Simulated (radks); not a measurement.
Numerical settings for the iron ion Fe+, [Ar] 3d6 4s1. Calculated with a radial shooting solver on a logarithmic mesh with Libxc functionals: Dirac Kohn-Sham, PBE, spin-unpolarised, spherical densities, point nucleus; open shells fill j = l - 1/2 first. The defaults (mesh step 0.008 in ln r, mesh end at 40 bohr or more with all orbitals vanishing there, Anderson mixing 0.5 over 9 steps, residual threshold near 1e-9 with the energy settled to 1e-9 hartree or 1e-11 of itself, here a cap of 100 iterations) give E = -1272.1638 hartree and 4s1/2 at -12.323 eV in 14 iterations. Run on one thread of a shared host, so times are rough (Arm Neoverse V2): 0.09 s of CPU time, 0.09 s wall, 14 iterations on 2546 mesh points. Changes against that run (0 stands for a change within the tolerance of the run):

setting                    iterations  converged  E (mhartree)  e(4s1/2) (meV)  CPU (s)
mesh step in ln r 0.012            14        yes             0               0     0.06
mesh step in ln r 0.2               2         no      diverged               -     0.01
mesh step in ln r 0.003            14        yes             0               0     0.21
mesh end (bohr) 12                 14        yes     +0.000464         +0.0532     0.08
mesh end (bohr) 8                  14        yes        +0.361           +24.2     0.08
residual threshold 0.1             10        yes             0         -0.0151     0.07
residual threshold 0.001           10        yes             0         -0.0151     0.07
mixing 0.01                        32        yes             0               0     0.18
linear mixing, mixing 0.8         100         no     +7.64e+03       +1.92e+03        1
linear mixing, mixing 1           100         no     +3.73e+04       +7.34e+03      1.4
mixing history 20                  23        yes             0               0     0.12
iteration cap 5                     5         no         +6.22            +319     0.04

No run marked as converged misses the energy by more than 1 mhartree. A mesh that ends early acts as a hard wall.
